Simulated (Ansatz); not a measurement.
**Nudged elastic band run: ClGaH2**

The input (input.yaml):

```yaml
crystal:
  periodic: [false, false, false]
  atoms:
    - { symbol: Ga, position_ang: [0.453639, 0.0, 0.073607] }
    - { symbol: Cl, position_ang: [0.821295, 0.0, 2.213879] }
    - { symbol: H, position_ang: [1.742999, 0.0, -0.819999] }
    - { symbol: H, position_ang: [-1.060332, 0.0, -0.337286] }
basis:
  gaussian: { orbitals: def2-SVP }
hamiltonian:
  xc: pbe
  dispersion: d4
neb:
  order_check: false
  images: 5
  f_tol: 0.05
  max_iterations: 60
  final_atoms:
    - { symbol: Ga, position_ang: [0.08659284, 0.0, -0.86390681] }
    - { symbol: Cl, position_ang: [1.57214794, 0.0, 1.85660649] }
    - { symbol: H, position_ang: [1.82430245, 0.0, 0.54163441] }
    - { symbol: H, position_ang: [-1.52544222, 0.0, -0.40413308] }
  initial_path:
    images:
      - { positions_ang: [[0.453639, 0.0, 0.073607], [0.821295, 0.0, 2.213879], [1.742999, 0.0, -0.819999], [-1.060332, 0.0, -0.337286]] }
      - { positions_ang: [[0.30244339, 0.0, 0.04904145], [1.06326521, 0.0, 2.10481753], [1.75191495, 0.0, -0.53702086], [-1.16002254, 0.0, -0.48663712]] }
      - { positions_ang: [[0.15124777, 0.0, 0.02447591], [1.30523541, 0.0, 1.99575605], [1.7608309, 0.0, -0.25404272], [-1.25971309, 0.0, -0.63598824]] }
      - { positions_ang: [[5.216e-05, 0.0, -8.964e-05], [1.54720562, 0.0, 1.88669458], [1.76974686, 0.0, 0.02893542], [-1.35940363, 0.0, -0.78533936]] }
      - { positions_ang: [[0.02889905, 0.0, -0.2880287], [1.55551972, 0.0, 1.87666521], [1.78793205, 0.0, 0.19983508], [-1.41474983, 0.0, -0.6582706]] }
      - { positions_ang: [[0.05774594, 0.0, -0.57596776], [1.56383383, 0.0, 1.86663585], [1.80611725, 0.0, 0.37073475], [-1.47009603, 0.0, -0.53120184]] }
      - { positions_ang: [[0.08659284, 0.0, -0.86390681], [1.57214794, 0.0, 1.85660649], [1.82430245, 0.0, 0.54163441], [-1.52544222, 0.0, -0.40413308]] }
```

Command:

```bash
$ ansatz run input.yaml --threads 1 --pin off --max-ram 2048MiB --backend cpu --events-out ev --progress --plain --runs-dir out
```

Output, in part (warnings, iteration lines, the closing report on the highest movable image, with atoms numbered from 0):

```
NEB end point (image 0): max|allowed force component| = 1.371e-2 eV/Å (the criterion of neb.relax_end_points is 1.000e-2)
NEB end point (image 6): max|allowed force component| = 1.521e-2 eV/Å (the criterion of neb.relax_end_points is 1.000e-2)
NEB iter   1: max|band force component| = 3.444e0 eV/Å  barrier→ = 2.7036 eV  barrier← = 0.8660 eV  Δτ_max = 0.1873 Å  (180 SCF iters)
NEB iter   2: max|band force component| = 1.363e0 eV/Å  barrier→ = 2.0902 eV  barrier← = 0.2526 eV  Δτ_max = 0.2000 Å  (140 SCF iters)
NEB iter   3: max|band force component| = 7.812e-1 eV/Å  barrier→ = 2.0329 eV  barrier← = 0.1953 eV  Δτ_max = 0.1032 Å  (132 SCF iters)
NEB iter   4: max|band force component| = 7.625e-1 eV/Å  barrier→ = 2.0208 eV  barrier← = 0.1832 eV  Δτ_max = 0.0716 Å  (125 SCF iters)
NEB iter   5: max|band force component| = 1.861e-1 eV/Å  barrier→ = 2.0356 eV  barrier← = 0.1979 eV  CI = image 4  Δτ_max = 0.0360 Å  (128 SCF iters)
NEB iter   6: max|band force component| = 1.631e-1 eV/Å  barrier→ = 2.0406 eV  barrier← = 0.2030 eV  CI = image 4  Δτ_max = 0.0116 Å  (126 SCF iters)
NEB iter   7: max|band force component| = 1.276e-2 eV/Å  barrier→ = 2.0405 eV  barrier← = 0.2029 eV  CI = image 4  Δτ_max = 0.0000 Å  (252 SCF iters)
Total energy: -64908.33710797 eV, -2385.3373922666 hartree
Atom 0 at     0.250309     0.000000    -0.564450 Å, force     0.013248    -0.000000     0.000089 eV/Å
Atom 1 at     1.303785     0.000000     1.809616 Å, force     0.002963    -0.000000     0.002134 eV/Å
Atom 2 at     1.744957    -0.000000     0.205011 Å, force    -0.008957     0.000000    -0.002403 eV/Å
Atom 3 at    -1.341451    -0.000000    -0.319976 Å, force    -0.007254     0.000000     0.000180 eV/Å
Dipole moment:    -0.131539     0.000000    -0.418181 e Å
```

The forces met the threshold. A vibrational analysis at the climbing image gives one clearly imaginary mode, 713i cm⁻¹: a first-order saddle point. The orbitals stay closed-shell, which can raise the energy where a bond breaks towards radicals; this wasn't checked here.

Final band (atoms are numbered from 1 in the order of the input):

| image | path coordinate (Å) | energy (kJ/mol) | Ga1–Cl2 (Å) | Ga1–H3 (Å) | Cl2–H3 (Å) |
| --- | --- | --- | --- | --- | --- |
| 0 | 0.00 | 0.0 | 2.17 | 1.57 | 3.17 |
| 1 | 0.36 | 18.4 | 2.18 | 1.55 | 2.79 |
| 2 | 0.72 | 78.3 | 2.24 | 1.54 | 2.39 |
| 3 | 1.09 | 160.9 | 2.40 | 1.56 | 2.02 |
| 4 | 1.45 | 196.9 | 2.60 | 1.68 | 1.66 |
| 5 | 1.77 | 182.8 | 2.82 | 1.96 | 1.40 |
| 6 | 2.09 | 177.3 | 3.10 | 2.23 | 1.34 |

Time of the run: 22 s on 1 thread of AMD EPYC 9R45 96-Core Processor (Zen 5), on a shared host, peak memory 0.13 GiB.
